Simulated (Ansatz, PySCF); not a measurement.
Gas-phase reaction (SMILES): COB(OC)OC [trimethyl borate] + Cl (HCl) -> COB(Cl)OC + CO (CH4O) [methanol]; hydrogen chloride cleaves one B-O bond, a model of a ligand-exchange step.

Each molecule is optimised on its own at B3LYP-D3(BJ)/def2-TZVP (Ansatz, a program for electronic structure), one conformer each, not searched for the lowest. Valence correlation only, unless marked. Spin-orbit coupling is left out. Non-relativistic. CBS marks a two-point X^-3 extrapolation of the correlation energy; Hartree-Fock from the larger set. The bracket is a focal-point correction in the basis named. Thermal terms are rigid-rotor harmonic-oscillator values from B3LYP-D3(BJ) frequencies (Ansatz or PySCF) at 298.15 K and 1 atm. 1 Eh = 627.5095 kcal/mol.

```json
[
 {"species": "COB(OC)OC", "E, RI-MP2/CBS(cc-pV(T+d)Z,cc-pV(Q+d)Z)+[CCSD(T)-MP2]/cc-pV(D+d)Z (Ansatz) (Eh)": "-370.00196", "E, B3LYP-D3(BJ)/def2-TZVPD (Ansatz + dftd3) (Eh)": "-370.56641", "H - E (Eh)": "0.14320"},
 {"species": "Cl (HCl)", "E, RI-MP2/CBS(cc-pV(T+d)Z,cc-pV(Q+d)Z)+[CCSD(T)-MP2]/cc-pV(D+d)Z (Ansatz) (Eh)": "-460.37002", "E, B3LYP-D3(BJ)/def2-TZVPD (Ansatz + dftd3) (Eh)": "-460.83744", "H - E (Eh)": "0.01000"},
 {"species": "COB(Cl)OC", "E, RI-MP2/CBS(cc-pV(T+d)Z,cc-pV(Q+d)Z)+[CCSD(T)-MP2]/cc-pV(D+d)Z (Ansatz) (Eh)": "-714.74231", "E, B3LYP-D3(BJ)/def2-TZVPD (Ansatz + dftd3) (Eh)": "-715.60710", "H - E (Eh)": "0.09987"},
 {"species": "CO (CH4O)", "E, RI-MP2/CBS(cc-pV(T+d)Z,cc-pV(Q+d)Z)+[CCSD(T)-MP2]/cc-pV(D+d)Z (Ansatz) (Eh)": "-115.61353", "E, B3LYP-D3(BJ)/def2-TZVPD (Ansatz + dftd3) (Eh)": "-115.78119", "H - E (Eh)": "0.05533"}
]
```

### Question
Work out ΔE and ΔH at 298.15 K at the first level, then ΔH at the second.

### Answer

1. ΔE = [(-714.74231) + (-115.61353)] - [(-370.00196) + (-460.37002)] = 0.01614 Eh = 10.1 kcal/mol at RI-MP2/CBS(cc-pV(T+d)Z,cc-pV(Q+d)Z)+[CCSD(T)-MP2]/cc-pV(D+d)Z.
2. The terms H - E add up to 0.00200 Eh, so ΔH = (0.01614 + (0.00200))×627.5095 = 11.4 kcal/mol.
3. At B3LYP-D3(BJ)/def2-TZVPD the same steps give ΔE = 9.8 and ΔH = 11.0 kcal/mol, a shift of -0.4 from the first level.
4. These values are not checked against measurement here, since the tables used lack a sound gas-phase enthalpy of formation for at least one species.
